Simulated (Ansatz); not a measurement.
In2N (the lowest doublet isomer of a short search) was relaxed with PBE-D4 (def2-TZVP) in Ansatz in these states: neutral doublet, neutral quartet. The geometries follow in no particular order.

In the def2 sets In takes a core potential; there is no spin–orbit coupling.

A:

```xyz
3

In   -1.059    1.021    1.336
In    1.064   -1.021   -1.332
N    -0.004    0.000   -0.004
```

B:

Cartesian coordinates in Å:
```
In -1.286 0.185 -1.709
In 1.284 -0.186 1.711
N 0.002 0.001 -0.001
```

Q: Judge from the bond lengths which geometry belongs to which state (an estimate).

A: A is the neutral doublet (In2–N3 1.987 Å, In1–N3 1.987 Å); B is the neutral quartet (In2–N3 2.147 Å, In1–N3 2.147 Å).

At PBE0-D4/def2-TZVP a doublet lies 2.52 eV below the neutral quartet. These are the stationary points nearest to one start from a short search; other shapes may lie lower in each state.
